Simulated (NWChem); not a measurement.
Program: NWChem. System: ClLi, charge 1, spin multiplicity 2, at the geometry of a parent with another charge or spin, in a state set for the comparison that need not be this species' ground state. Its SCF solution wasn't tested for a lower state. Level: UMP2/def2-TZVP, 5 core orbitals frozen.

Output (cleaned and shortened):

```
             Northwest Computational Chemistry Package (NWChem) 7.3.0
             --------------------------------------------------------

                                NWChem Input Module
                                -------------------

 Scaling coordinates for geometry "geometry" by  1.889725989
 (inverse scale =  0.529177249)

 Turning off AUTOSYM since
 SYMMETRY directive was detected!

                             Geometry "geometry" -> ""
                             -------------------------

 Output coordinates in angstroms (scale by  1.889725989 to convert to a.u.)

  No.       Tag          Charge          X              Y              Z
 ---- ---------------- ---------- -------------- -------------- --------------
    1 Li                   3.0000     0.00000000     0.00000000    -1.70061400
    2 Cl                  17.0000     0.00000000     0.00000000     0.30010800

 Effective nuclear repulsion energy (a.u.)      13.4891502662

            Nuclear Dipole moment (a.u.)
            ----------------------------
        X                 Y               Z
 ---------------- ---------------- ----------------
     0.0000000000     0.0000000000    -0.0000113384

      Symmetry information
      --------------------

 Group name             C2v
 Group number             16
 Group order               4
 No. of unique centers     2

      Symmetry unique atoms

     1    2


 Summary of "ao basis" -> "" (spherical)
 ------------------------------------------------------------------------------
       Tag                 Description            Shells   Functions and Types
 ---------------- ------------------------------  ------  ---------------------
 *                         def2-tzvp                  on all atoms

 Summary of "ao basis" -> "ao basis" (spherical)
 ------------------------------------------------------------------------------
       Tag                 Description            Shells   Functions and Types
 ---------------- ------------------------------  ------  ---------------------
 Li                        def2-tzvp                 8       14   5s3p
 Cl                        def2-tzvp                13       37   5s5p2d1f

                                 NWChem SCF Module
                                 -----------------

  ao basis        = "ao basis"
  functions       =    51
  atoms           =     2
  alpha electrons =    10
  beta  electrons =     9
  charge          =   1.00
  wavefunction    = UHF
  use symmetry    = T
  symmetry adapt  = T

 Summary of "ao basis" -> "ao basis" (spherical)
 ------------------------------------------------------------------------------
       Tag                 Description            Shells   Functions and Types
 ---------------- ------------------------------  ------  ---------------------
 Li                        def2-tzvp                 8       14   5s3p
 Cl                        def2-tzvp                13       37   5s5p2d1f

      Symmetry analysis of basis
      --------------------------

        a1         24
        a2          3
        b1         12
        b2         12

 Forming initial guess at       0.0s

   Symmetry analysis of molecular orbitals - initial alpha
   -------------------------------------------------------

  Numbering of irreducible representations:

     1 a1          2 a2          3 b1          4 b2

  Orbital symmetries:

     1 a1          2 a1          3 b1          4 a1          5 b2
     6 a1          7 a1          8 b1          9 a1         10 b2
    11 a1         12 b1         13 b2         14 a1         15 a1
    16 a1         17 b1         18 a2         19 b2         20 a1

   Symmetry analysis of molecular orbitals - initial beta
   ------------------------------------------------------

  Numbering of irreducible representations:

     1 a1          2 a2          3 b1          4 b2

  Orbital symmetries:

     1 a1          2 a1          3 b1          4 a1          5 b2
     6 a1          7 a1          8 a1          9 b2         10 b1
    11 a1         12 b2         13 b1         14 a1         15 a1
    16 a1         17 b2         18 b1         19 a1         20 a2

 Starting SCF solution at       0.1s
[...]
   Bfn.  Coefficient  Atom+Function         Bfn.  Coefficient  Atom+Function
  ----- ------------  ---------------      ----- ------------  ---------------
     5      0.722328  1 Li s                  4      0.353533  1 Li s
    11     -0.259675  1 Li pz

 Vector   12  Occ=0.000000D+00  E=-9.401389D-02  Symmetry=b2
              MO Center=  1.5D-16,  2.6D-14, -1.8D+00, r^2= 5.5D+00
   Bfn.  Coefficient  Atom+Function         Bfn.  Coefficient  Atom+Function
  ----- ------------  ---------------      ----- ------------  ---------------
    10      1.014889  1 Li py                33     -0.241996  2 Cl py

 center of mass
 --------------
 x =   0.00000000 y =   0.00000000 z =  -0.06468238

 moments of inertia (a.u.)
 ------------------
          83.531348298629           0.000000000000           0.000000000000
           0.000000000000          83.531348298629           0.000000000000
           0.000000000000           0.000000000000           0.000000000000

  Mulliken analysis of the total density
  --------------------------------------

    Atom       Charge   Shell Charges
 -----------   ------   -------------------------------------------------------
    1 Li   3     2.08   0.36  1.29  0.34  0.02 -0.00  0.06  0.01  0.00
    2 Cl  17    16.92   2.01  0.45  1.51  1.15  0.87  4.18  1.69  1.04  2.78  1.22  0.00  0.01  0.00

  Mulliken analysis of the alpha density
  --------------------------------------

    Atom       Charge   Shell Charges
 -----------   ------   -------------------------------------------------------
    1 Li   3     1.04   0.18  0.65  0.17  0.01 -0.00  0.03  0.00  0.00
    2 Cl  17     8.96   1.01  0.22  0.76  0.58  0.43  2.11  0.83  0.61  1.69  0.71  0.00  0.01  0.00

   Mulliken analysis of the beta density
   -------------------------------------

    Atom       Charge   Shell Charges
 -----------   ------   -------------------------------------------------------
    1 Li   3     1.04   0.18  0.65  0.17  0.01 -0.00  0.03  0.01  0.00
    2 Cl  17     7.96   1.01  0.22  0.76  0.57  0.44  2.07  0.86  0.43  1.09  0.51  0.00  0.01  0.00

   Mulliken analysis of the spin density
   -------------------------------------

    Atom       Charge   Shell Charges
 -----------   ------   -------------------------------------------------------
    1 Li   3    -0.01  -0.00 -0.00  0.00 -0.00  0.00 -0.00 -0.00 -0.00
    2 Cl  17     1.01   0.00  0.00 -0.00  0.01 -0.01  0.04 -0.03  0.18  0.60  0.20 -0.00  0.00  0.00

       Multipole analysis of the density wrt the origin
       ------------------------------------------------

     L   x y z        total         alpha         beta         nuclear
     -   - - -        -----         -----         ----         -------
     0   0 0 0      1.000000    -10.000000     -9.000000     20.000000

     1   1 0 0     -0.000000     -0.000000      0.000000      0.000000
     1   0 1 0      0.000000      0.000000     -0.000000      0.000000
     1   0 0 1     -2.620270     -1.557274     -1.062984     -0.000011

     2   2 0 0     -8.150735     -5.296959     -2.853775      0.000000
     2   1 1 0     -0.000000     -0.000000     -0.000000      0.000000
     2   1 0 1     -0.000000     -0.000000     -0.000000      0.000000
     2   0 2 0     -9.773440     -5.164665     -4.608775      0.000000
     2   0 1 1     -0.000000     -0.000000     -0.000000      0.000000
     2   0 0 2      0.792939    -18.230395    -17.427826     36.451159

                   NWChem MP2 Semi-direct Energy/Gradient Module
                   ---------------------------------------------

  Basis functions       =     51
  Molecular orbitals    =     51
  Frozen core           =      5
  Frozen virtuals       =      0
  Active alpha occupied =      5
  Active beta occupied  =      4
  Active alpha virtual  =     41
  Active beta virtual   =     42
  Use MO symmetry       = T
  Use skeleton AO sym   = T

  AO/Fock/Back tols     =   1.0D-09  1.0D-09  1.0D-09

 GA uses MA = F    GA memory limited = T

 Available:
  local mem=  1.26D+08
 global mem=  1.44D+08
 local disk=  0.00D+00
  mp2_memr nvloc                    41
  nvloc new                    41
   1 passes of   5:        3145728                      15551                    912009.
   1 passes of   5: M    126151966           G      144173998           F     123006238.

 Semi-direct pass number   1 of   1  for UHF alpha       at        0.4s
  vrange nnbf                  1302
  mp2_eaftype                    10  avail_ma_in_mb                  1099
 EAF : mp2_eaftype filesize          10     456005.
  mp2_eaf for mointskh                     10
Node 0 wrote      2.1 Mb in      0.0 s     Agg I/O rate:  2080.0 Mb/s
 Done moints_semi at        0.9s
  mp2_eaftype                    10  avail_ma_in_mb                  1089
 EAF : mp2_eaftype filesize          10     456005.
  mp2_eaf for kh                    10
 Done maket at        0.9s
 Done multipass loop at        0.9s

 GA uses MA = F    GA memory limited = T

 Available:
  local mem=  1.26D+08
 global mem=  1.44D+08
 local disk=  0.00D+00
  mp2_memr nvloc                    42
  nvloc new                    42
   1 passes of   4:        3145728                      13702                    748218.
   1 passes of   4: M    126151966           G      144173998           F     123006238.

 Semi-direct pass number   1 of   1  for UHF beta        at        0.9s
  vrange nnbf                  1302
  mp2_eaftype                    10  avail_ma_in_mb                  1099
 EAF : mp2_eaftype filesize          10     374109.
  mp2_eaf for mointskh                     10
Node 0 wrote      1.7 Mb in      0.0 s     Agg I/O rate:  1192.6 Mb/s
 Done moints_semi at        1.5s
  mp2_eaftype                    10  avail_ma_in_mb                  1089
 EAF : mp2_eaftype filesize          10     374109.
  mp2_eaf for kh                    10
 Done maket at        1.5s
 Done multipass loop at        1.5s

          -------------------------------------------
          SCF energy                -466.716847518113
          Correlation energy          -0.186076857201
          Singlet pairs                0.000000000000
          Triplet pairs                0.000000000000
          Total MP2 energy          -466.902924375315
          -------------------------------------------

          ---------------------------------------------------
                    Spin Component Scaled (SCS) MP2
          Same spin pairs                     -0.036592115323
          Same spin scaling factor             0.333333333333
          Opposite spin pairs                 -0.149484741879
          Opposite spin scaling fact.          1.200000000000
          SCS-MP2 correlation energy          -0.191579062029
          Total SCS-MP2 energy              -466.908426580142
          ---------------------------------------------------

 -----------------------
 Performance information
 -----------------------

 Timer overhead =  2.70D-07 seconds/call

               Nr. of calls         CPU time (s)                 Wall time (s)                GFlops
             ---------------    -------------------     ------------------------------   -------------------
Name         Min   Avg   Max    Min     Avg     Max     Min     Avg     Max   Mx/calls   Min     Max     Sum
mp2: moin     2     2     2    1.1     1.1     1.1      1.1     1.1     1.1    0.53      0.0     0.0     0.0
mp2: make     2     2     2   3.54E-2 3.54E-2 3.54E-2  3.54E-2 3.54E-2 3.54E-2 1.77E-2   0.0     0.0     0.0
mp2: tota     1     1     1    1.2     1.2     1.2      1.2     1.2     1.2     1.2      0.0     0.0     0.0

 The average no. of pstat calls per process was 5.00D+00
 with a timing overhead of 1.35D-06s

 Task  times  cpu:        1.5s     wall:        1.5s

 Total times  cpu:        1.5s     wall:        1.5s
```

Task: Write an NWChem input that would produce this output.

Result: One answer among several that fit: 
```
start mol
memory heap 200 mb stack 900 mb global 1100 mb
charge 1
geometry units angstroms nocenter noautoz
  Li     0.000000     0.000000    -1.700614
  Cl     0.000000     0.000000     0.300108
  symmetry group C2v
end
basis spherical
  * library def2-tzvp
end
scf
  uhf
  nopen 1
  maxiter 100
  thresh 1e-7
  semidirect memsize 60000000 filesize 0
  # guess.movecs holds the orbitals of an unrestricted PBE0 run
  vectors input guess.movecs output mol.movecs
end
mp2
  freeze core 5
end
task mp2 energy
```
